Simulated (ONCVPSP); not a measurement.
Scattering properties, ONCV potential for nitrogen (N)

* Element: nitrogen
* Generator: ONCVPSP 4.0.1
* Type: optimised norm-conserving Vanderbilt (ONCV)
* Functional: PBE
* Relativity: scalar-relativistic
* Frozen core: [He]
* Valence charge: 5
* Reference configuration: 2s2 2p3
* Partial waves: 2s: rc 0.80 bohr, ncon 3, nbas 7, qcut 6.6 1/bohr, 2 projectors, debl 1.3 Ha; 2p: rc 2.15 bohr, ncon 4, nbas 8, qcut 5 1/bohr, 1 projector; d scattering state at 0.34 Ha: rc 2.10 bohr, ncon 5, nbas 8, qcut 4.4 1/bohr, 1 projector
* Local potential: polynomial inside 0.55 bohr (lpopt 5, dvloc0 3 Ha)
* Core correction: Teter function, fcfact 4.25, rcfact 1.7

The phase is arctan(r·R′/R) of the radial function R(r), unwrapped; energies in Ha, scanned from -2 to 5 Ha. A pole is an energy at which the radial function vanishes at the test radius. The pseudo phase is shifted by a multiple of π to meet the all-electron one at the reference energy, and phase errors are pseudo minus all-electron; the curves can meet again beyond the range given. Levels narrower than the energy grid can be missing from the lists of poles.

```
channel  radius (bohr)  reference energy (Ha)  poles, all-electron  poles, pseudo  unbroken range about the reference energy with phases within 0.05 rad  phase error 1 Ha above the reference energy (rad)
      s           0.81                  -0.68                 none           none                                                        the whole range                                             +0.000
      p           2.18                  -0.26           0.01, 3.25     0.01, 2.89                                                              below 0.5                                             +0.138
      d           2.13                   0.34                 2.35     1.69, 2.45                                                              below 1.7                                             +0.001
```

Note: no bound ghost flagged; GHOST(+) flagged for d at 46.9 eV.

Phases in the s channel:

| E (Ha) | all-electron | pseudo |
| --- | --- | --- |
| -1.98 | 0.075 | 0.075 |
| -1.80 | 0.009 | 0.008 |
| -1.62 | -0.060 | -0.060 |
| -1.44 | -0.129 | -0.129 |
| -1.26 | -0.198 | -0.198 |
| -1.08 | -0.266 | -0.266 |
| -0.90 | -0.334 | -0.334 |
| -0.72 | -0.400 | -0.400 |
| -0.54 | -0.464 | -0.464 |
| -0.36 | -0.525 | -0.525 |
| -0.18 | -0.584 | -0.584 |
| 0.00 | -0.640 | -0.639 |
| 0.18 | -0.692 | -0.692 |
| 0.36 | -0.742 | -0.742 |
| 0.54 | -0.789 | -0.788 |
| 0.72 | -0.833 | -0.832 |
| 0.90 | -0.874 | -0.873 |
| 1.08 | -0.912 | -0.912 |
| 1.26 | -0.948 | -0.948 |
| 1.44 | -0.982 | -0.981 |
| 1.62 | -1.013 | -1.013 |
| 1.80 | -1.042 | -1.042 |
| 1.98 | -1.070 | -1.070 |
| 2.16 | -1.096 | -1.096 |
| 2.34 | -1.120 | -1.120 |
| 2.52 | -1.143 | -1.143 |
| 2.70 | -1.165 | -1.165 |
| 2.88 | -1.185 | -1.185 |
| 3.06 | -1.204 | -1.204 |
| 3.24 | -1.222 | -1.223 |
| 3.42 | -1.240 | -1.240 |
| 3.60 | -1.256 | -1.256 |
| 3.78 | -1.271 | -1.272 |
| 3.96 | -1.286 | -1.287 |
| 4.14 | -1.300 | -1.301 |
| 4.32 | -1.313 | -1.315 |
| 4.50 | -1.326 | -1.327 |
| 4.68 | -1.338 | -1.340 |
| 4.86 | -1.350 | -1.352 |
